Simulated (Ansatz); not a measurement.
Cost and result for the atomization energy of BrF, SMILES `FBr` (2 atoms, 1 bond).

Total charge 0; spin multiplicity 1. Correlated methods include outer-core shells of Br, which these sets cover unevenly. Scalar relativity is left out up to krypton. The geometry is a stationary point of PBE0-D4/def2-TZVP. Program: Ansatz. Hardware: A = 2 threads of an AMD EPYC 7R13 on a shared host; B = 2 threads of an AMD EPYC 7R13 on a shared host and a share of an NVIDIA H100 80 GB. Times are those of one run each, without the atoms' runs, and a repeat can differ threefold. Electronic energies, without spin–orbit coupling; frozen cores. CCSD(T)/CBS adds CCSD(T) − MP2 in def2-TZVPP to the MP2 limit, and its time is that of the two runs behind it. T1 = 0.010. With those shells the extrapolation isn't a true limit. B3LYP takes the VWN-RPA correlation (the form of Gaussian; ORCA's B3LYP/G). HSE06 is the plane-wave form, built on full-range PBE exchange.

CCSD(T)/CBS is a level of theory with its own doubt, some kJ/mol a heavy atom from the limit and from the frozen cores, so smaller differences don't rank the functionals.

| level | functions | wall time |
| --- | --- | --- |
| CCSD(T)/def2-SVP [A] | 46 | 0.4 s |
| PBE0-D4/def2-TZVPP [A] | 79 | 0.45 s |
| B3LYP-D4/def2-TZVPP (with forces) [A] | 79 | 0.55 s |
| CAM-B3LYP-D4/def2-TZVPP [A] | 79 | 0.55 s |
| HSE06-D4/def2-TZVPP [A] | 79 | 0.6 s |
| r2SCAN-D4/def2-TZVPP (with forces) [A] | 79 | 0.9 s |
| PBE-QIDH/def2-TZVPP [A] | 79 | 0.9 s |
| ωB97X-V/def2-TZVPP [A] | 79 | 1.1 s |
| B97M-V/def2-TZVPP [A] | 79 | 1.2 s |
| CCSD(T)/def2-TZVPP [A] | 79 | 1.4 s |
| ωB97M-V/def2-TZVPP (with forces) [A] | 79 | 1.6 s |
| CCSD(T)/def2-QZVPP [B] | 146 | 3.2 s |
| CCSD(T)/CBS(def2) | – | 4.5 s |

Problem. What atomization energy does each give, and how far from CCSD(T)/CBS? (Estimate.)

Solution. Computed: 
```tsv
level	atomization (kcal/mol)	difference from CCSD(T)/CBS	per bond
CCSD(T)/def2-SVP [A]	47.6	-16.2	-16.2
PBE0-D4/def2-TZVPP [A]	60.9	-2.9	-2.9
B3LYP-D4/def2-TZVPP (with forces) [A]	61.5	-2.3	-2.2
CAM-B3LYP-D4/def2-TZVPP [A]	61.6	-2.2	-2.2
HSE06-D4/def2-TZVPP [A]	61.0	-2.8	-2.7
r2SCAN-D4/def2-TZVPP (with forces) [A]	62.7	-1.1	-1.1
PBE-QIDH/def2-TZVPP [A]	56.9	-6.9	-6.9
ωB97X-V/def2-TZVPP [A]	62.2	-1.6	-1.6
B97M-V/def2-TZVPP [A]	63.0	-0.8	-0.8
CCSD(T)/def2-TZVPP [A]	57.7	-6.1	-6.1
ωB97M-V/def2-TZVPP (with forces) [A]	61.7	-2.1	-2.0
CCSD(T)/def2-QZVPP [B]	61.5	-2.3	-2.3
CCSD(T)/CBS(def2)	63.8	0.0	0.0
```

At CCSD(T), def2-SVP lies −16.2 kcal/mol from the extrapolated value and def2-TZVPP −6.1 kcal/mol: correlation converges slowly with the basis, and small sets miss more of it in the bonded molecule than in its fragments. From BLYP to BHLYP (50 % exact exchange), in def2-TZVPP and without D4, the atomization energy moves by −19.5 kcal/mol: exact exchange takes away binding that semilocal exchange gives to molecules. In def2-TZVPP, CCSD(T) changes the Hartree–Fock value by +47.8 kcal/mol (the triples alone add +4.5 kcal/mol) and MP2 by +53.9 kcal/mol; breaking electron pairs costs correlation energy, which Hartree–Fock lacks.
